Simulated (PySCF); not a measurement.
# Shieldings and the share of exact exchange

Molecule: SMILES CSB(OC)O, C2H7BO2S.

Bonds (- single, = double, # triple, : aromatic): C1-O2 1.399 Å, O2-B3 1.365 Å, B3-O4 1.361 Å, B3-S5 1.816 Å, S5-C6 1.815 Å. C1 carries H7, H8, H9; O4 carries H10; C6 carries H11, H12, H13.

GIAO shieldings (ppm, equivalent atoms averaged) in PySCF on the PBE0-D3(BJ)/def2-SVP geometry, basis pcSseg-1, gas phase, non-relativistic:

| functional | exact exchange (%) | σ(C1) | σ(O4) | σ(O2) | σ(B3) |
| --- | --- | --- | --- | --- | --- |
| BLYP | 0 | 124.4 | 219.6 | 230.6 | 61.9 |
| BP86 | 0 | 129.0 | 220.1 | 234.4 | 65.6 |
| PBE | 0 | 129.7 | 219.6 | 233.1 | 65.3 |
| B3LYP | 20 | 129.4 | 226.1 | 242.1 | 65.4 |
| PBE0 | 25 | 135.1 | 227.7 | 246.7 | 69.4 |
| BHandHLYP | 50 | 135.7 | 235.5 | 257.4 | 70.8 |
| HF | 100 | 145.3 | 249.0 | 279.2 | 81.3 |

Problem. Fit each shielding as a line in the percentage of exact exchange.

Solution. σ(C1) = 127.8 + 0.17 x (rms 2.1 ppm); σ(O4) = 220.0 + 0.29 x (rms 0.4 ppm); σ(O2) = 233.2 + 0.47 x (rms 1.4 ppm); σ(B3) = 63.9 + 0.17 x (rms 1.5 ppm). The functionals also differ in their semilocal parts, which the line can't hold; Hartree–Fock has no correlation at all.

Problem. What does the line predict for mPW1PW91 (25 %), and what does the run give?

Solution. σ(C1): 132.1 predicted, 134.1 computed; σ(O4): 227.2 predicted, 227.3 computed; σ(O2): 244.9 predicted, 246.0 computed; σ(B3): 68.2 predicted, 69.3 computed ppm.
